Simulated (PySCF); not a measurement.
Isomers of C5H6Se, mass 145.963 u with the commonest isotopes. Method: PBE0-D3(BJ)/def2-SVP geometry optimisation, gas phase (PySCF). One conformer each, none proved a minimum here; rigid rotors.

Question: Order these by rotational constant B, smallest first.
A. `Cc1cc[se]c1`
B. `[CH:1]#[C:2][C@H:3]1[CH2:4][CH2:5][Se:6]1` with C2–C3–C4–C5 95°, C3–C4–C5–Se6 21°, C4–C5–Se6–C3 -17°, C2–C3–Se6–C5 -101°
C. `[CH:1]#[C:2][C:3](=[CH2:4])[Se:5][CH3:6]` with C2–C3–Se5–C6 1°

Answer: A (1685 MHz), B (1803 MHz), C (1965 MHz).

Question: Order these by rotational constant A, largest first.
A. `Cc1cc[se]c1`
B. `[CH:1]#[C:2][C@H:3]1[CH2:4][CH2:5][Se:6]1` with C2–C3–C4–C5 95°, C3–C4–C5–Se6 21°, C4–C5–Se6–C3 -17°, C2–C3–Se6–C5 -101°
C. `[CH:1]#[C:2][C:3](=[CH2:4])[Se:5][CH3:6]` with C2–C3–Se5–C6 1°

Answer: A (6285 MHz), B (4079 MHz), C (3475 MHz).

Question: Order these by rotational constant C, largest first.
A. `[CH:1]#[C:2][C:3](=[CH2:4])[Se:5][CH3:6]` with C2–C3–Se5–C6 1°
B. `[CH:1]#[C:2][C@H:3]1[CH2:4][CH2:5][Se:6]1` with C2–C3–C4–C5 95°, C3–C4–C5–Se6 21°, C4–C5–Se6–C3 -17°, C2–C3–Se6–C5 -101°
C. `Cc1cc[se]c1`

Answer: B (1440 MHz), C (1340 MHz), A (1265 MHz).

```tsv
SMILES	point group	Ia (u·Å²)	Ib (u·Å²)	Ic (u·Å²)	κ	μa (D)	μb (D)	μc (D)
C#C[C@H]1CC[Se]1	C1	123.91	280.26	350.91	-0.72	0.39	1.51	0.02
Cc1cc[se]c1	Cs	80.41	299.94	377.18	-0.86	0.69	0.10	0.00
C#CC(=C)[Se]C	Cs	145.45	257.22	399.39	-0.37	0.43	1.21	0.01
```
